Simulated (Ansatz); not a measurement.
Program: Ansatz. Geometries: PBE0-D4/def2-TZVP. ΔE: electronic, gas phase. CCSD(T)/CBS is the MP2 limit (def2-TZVPP, def2-QZVPP) plus CCSD(T) − MP2 in def2-TZVPP, frozen cores. This one scheme is used for every species. Functionals use def2-TZVPP. For Ge outer-core shells are correlated without core-valence functions, which leaves a few kJ/mol of doubt a bond. Scalar relativity is left out up to krypton. Each species was taken in one conformer, which may not be the lowest.

`[SiH3][CH2][GeH2][SH]` + HCl → `[SH][GeH2][Cl]` + `C[SiH3]`  (ligand exchange at a Ge–C bond)

`[SiH3][CH2][GeH2][SH]`:

```xyz
12

Si    0.915   -0.280   -1.429
C     0.783    0.557    0.243
Ge   -0.618   -0.179    1.389
S    -2.476   -0.572    0.220
H    -0.184    0.160   -2.324
H     2.212    0.068   -2.071
H     0.852   -1.758   -1.272
H     1.730    0.455    0.783
H     0.601    1.626    0.108
H    -0.218   -1.564    1.918
H    -0.935    0.773    2.558
H    -2.662    0.714   -0.120
```

HCl:

Z-matrix (Å, degrees):
```
Cl
H 1 1.279
```

`[SH][GeH2][Cl]`:

Z-matrix (Å, degrees):
```
Ge
Cl 1 2.156
S 1 2.205 2 110.8
H 1 1.530 2 107.6 3 -116.4
H 1 1.532 2 105.9 3 120.9
H 3 1.343 1 94.0 2 72.4
```

`C[SiH3]`:

Z-matrix (Å, degrees):
```
C
Si 1 1.871
H 1 1.092 2 110.8
H 1 1.092 2 110.8 3 -120.0
H 1 1.092 2 110.8 3 120.0
H 2 1.488 1 110.7 3 -179.9
H 2 1.488 1 110.7 3 -59.9
H 2 1.488 1 110.7 3 60.1
```

```csv
level,ΔE (kJ/mol)
PBE0-D4,-82.7
ωB97X-V,-84.3
B2PLYP,-89.1
r2SCAN,-89.2
PBE0,-88.5
CCSD(T)/def2-TZVPP,-74.9
MP2/def2-QZVPP,-76.0
MP2/CBS(def2),-76.0
```

(1) What does CCSD(T)/CBS give? (An estimate is asked.)

Largest T1 diagnostic among the species: 0.011.

Answers

(1) Ansatz gave: -75.5 kJ/mol. The listed levels differ from it by -7.2, -8.8, -13.6, -13.7, -13.0, 0.6, -0.5, -0.5 kJ/mol.

The D4 term adds +10.0 kJ/mol with B3LYP and +5.8 kJ/mol with PBE0; it sums over pairs of atoms, weighted by their polarisabilities, and B3LYP, whose exchange is more repulsive, gets the larger term. In def2-TZVPP, CCSD(T) changes the Hartree–Fock value by +28.6 kJ/mol (the triples alone add +2.5 kJ/mol) and MP2 by +28.2 kJ/mol.

B3LYP here is the variant with VWN-RPA as its local correlation; programs differ in this.
